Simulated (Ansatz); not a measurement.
`F[CH2][SnH2][F]` + HI → `[F][SnH2][I]` + `CF` at 298.15 K and 1 bar (ligand exchange at the Sn–C bond).

Calculated with Ansatz (gas phase, PBE0-D4/def2-TZVP geometries, no zero-point term in ΔE). CCSD(T)/CBS is the MP2 limit (def2-TZVPP, def2-QZVPP) plus CCSD(T) − MP2 in def2-TZVPP, frozen cores. This one scheme is used for every species. def2 core potentials past Kr. For I, Sn outer-core shells are correlated without core-valence functions, which leaves a few kJ/mol of doubt a bond. Each species was taken in one conformer, which may not be the lowest.

```csv
species,CCSD(T)/CBS energy (Eh),H − E (kJ/mol),S (J/(mol·K))
`F[CH2][SnH2][F]`,-454.06536,136.6,347.7
HI,-298.03592,22.7,206.5
`[F][SnH2][I]`,-612.52381,58.3,328.9
`CF`,-139.63461,113.4,222.6
```

H − E and S are ideal-gas, rigid-rotor, harmonic terms from PBE0-D4/def2-TZVP, for one conformer and one mirror image of each species. 1 Eh = 2625.50 kJ/mol, R = 8.31446 J/(mol·K).

Question: By hand: ΔE, ΔH, ΔS and ΔG.

Answer: ΔE = (-612.52381) + (-139.63461) − (-454.06536) − (-298.03592) = -0.05714 Eh = -150.0 kJ/mol. Δ(H − E) = 58.3 + 113.4 − 136.6 − 22.7 = 12.4, so ΔH = -137.6 kJ/mol. ΔS = 328.9 + 222.6 − 347.7 − 206.5 = -2.7 J/(mol·K). ΔG = -137.6 − 298.15 × (-2.7)/1000 = -136.8 kJ/mol.

Question: By hand: the equilibrium constant, and the temperature at which ΔG would vanish if ΔH and ΔS stayed fixed.

Answer: log₁₀ K = −ΔG/(RT ln 10) = 24.0. ΔG = 0 at ΔH/ΔS = 50963 K, far beyond where these terms or the molecules hold.

The number of gas molecules stays the same, so ΔS is small and ΔH decides. A doubt of 5 kJ/mol in ΔE shifts log₁₀ K by 0.9 here. Other conformers and mirror images would add mixing entropy, several J/(mol·K) or more a flexible species. Modes under 60 cm⁻¹, often nearly free rotors, make the harmonic entropy too high. These are equilibria of isolated gas molecules and say nothing of rates. Largest T1 diagnostic: 0.013 (customary marks: 0.02 for closed shells, 0.045 for open ones).
